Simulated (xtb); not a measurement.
C4H5FO2, SMILES O1[C@H](OC=C1F)C. All values are semi-empirical tight-binding results from xtb (GFN2-xTB unless named), good for trends rather than for accurate numbers. The structure is a stationary point at GFN2-xTB. The structure was generated by enumeration; whether it is a known compound was not checked. The values are those of a single conformer.

Optimised geometry:

```xyz
12

C     -2.2616     0.0645    -0.0699
C     -0.9461    -0.5206     0.4317
O     -0.2944    -1.2592    -0.5955
C      0.9066    -0.6165    -0.8268
C      1.0195     0.3989     0.0178
F      1.9817     1.2899     0.1701
O     -0.0606     0.5113     0.8496
H     -2.0695     0.7266    -0.9104
H     -2.9118    -0.7433    -0.3904
H     -2.7351     0.6253     0.7297
H     -1.1278    -1.1918     1.2884
H      1.5379    -1.0000    -1.5970
```
Charge 0, spin multiplicity 1.

The orbital gap comes out as 4.50 eV, the dipole moment comes out as 1.84 D and the zero-point energy is 53.9 kcal/mol. The G − E(el) at 298.15 K (modified RRHO) comes out as 34.7 kcal/mol, the static polarisability (D4 model) comes out as 56.0 bohr³ and the solvation energy, GFN2-xTB/ALPB(water) is -1.7 kcal/mol. The solvation energy, GFN2-xTB/ALPB(ether) comes out as -5.2 kcal/mol.

Computed IR lines (harmonic; lines under 4 % of the strongest left out, lines within 3 cm⁻¹ merged):
ν (cm⁻¹): 490 (w), 709 (w), 870 (w), 957 (m), 1069 (w), 1102 (w), 1124 (m), 1148 (m), 1275 (s), 1292 (vs), 1319 (w), 1382 (w), 1758 (m), 2835 (m), 3048 (w), 3065 (w) (against the strongest line: vs over 80 %, s over 45 %, m over 15 %, w over 4 %, vw less)

Computed atomic charges and the Wiberg bond orders between heavy atoms:
charges (e) C1 -0.13, C2 0.24, O3 -0.29, C4 0.03, C5 0.28, F6 -0.19, O7 -0.28, H8 0.07, H9 0.07, H10 0.07, H11 0.04, H12 0.09. Bond orders C1–C2 1.00, C2–O3 0.96, O3–C4 1.02, C4–C5 1.72, C5–F6 0.99, C2–O7 0.95, C5–O7 1.02.
